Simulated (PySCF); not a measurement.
# A small calculation by hand: dipole moment from atomic charges

C3H3N2, SMILES [nH]1cnc[c]1, multiplicity 2. Atoms are numbered in the order given.

```xyz
8

C      1.1799     0.1827     0.0000
C      0.2455     1.1887     0.0000
N     -1.0000     0.6017     0.0000
C     -0.8153    -0.7032     0.0000
N      0.5166    -1.0134     0.0000
H      0.3847     2.2677     0.0000
H     -1.6010    -1.4598     0.0000
H      0.9391    -1.9351     0.0000
```
Charge 0, spin multiplicity 2.

Geometry: r2SCAN-D4/def2-SVP. The isomer is the one that the SMILES or the coordinates give; other isomers of the formula were not compared.

Charges (e) from PBE/def2-TZVP (PySCF):

| atom | Mulliken | ESP fit |
|---|---|---|
| C1 | -0.011 | -0.153 |
| C2 | -0.115 | 0.037 |
| N3 | -0.206 | -0.373 |
| C4 | 0.004 | 0.076 |
| N5 | -0.167 | -0.139 |
| H6 | 0.128 | 0.132 |
| H7 | 0.136 | 0.118 |
| H8 | 0.231 | 0.302 |

The dipole moment of the full density is 2.98 D.

Question: What dipole moment does each set of point charges give, and which comes closer to that of the density?

Answer: 
μ = Σ q r, and 1 e Å = 4.8032 D.
Mulliken: Σ q r = (0.124, -0.452, 0.000) e Å, |μ| = 2.25 D.
ESP fit: Σ q r = (0.213, -0.578, 0.000) e Å, |μ| = 2.96 D.
ESP fit comes closer in size. Point charges leave out the atoms' own dipoles (lone pairs, polarised bonds); fits to the potential absorb them, partitions of the density don't.
